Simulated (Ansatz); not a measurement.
Ansatz (a first-principles code) input:

Ansatz 0.2 input:
```yaml
crystal:
  periodic: [false, false, false]
  atoms:
    - {symbol: B, position_ang: [-0.54884393, 0.17899615, -0.12326771]}
    - {symbol: O, position_ang: [0.64554909, -0.21053489, 0.14498722]}
    - {symbol: H, position_ang: [-1.40374059, -0.51822297, -0.73511861]}
    - {symbol: H, position_ang: [-1.01643245, 1.30752138, 0.19155939]}
basis:
  gaussian:
    orbitals: def2-TZVPD
hamiltonian:
  xc: {name: CAM-B3LYP}
total_charge: -1
output: {forces: true}
```

### Question
Which total energy does the run end on?

### Answer
-101.32844 Eh (CAM-B3LYP/def2-TZVPD). The basis has 95 functions.

It need not be the lowest isomer of its formula. Whether it binds its extra electron was not tested at this geometry.
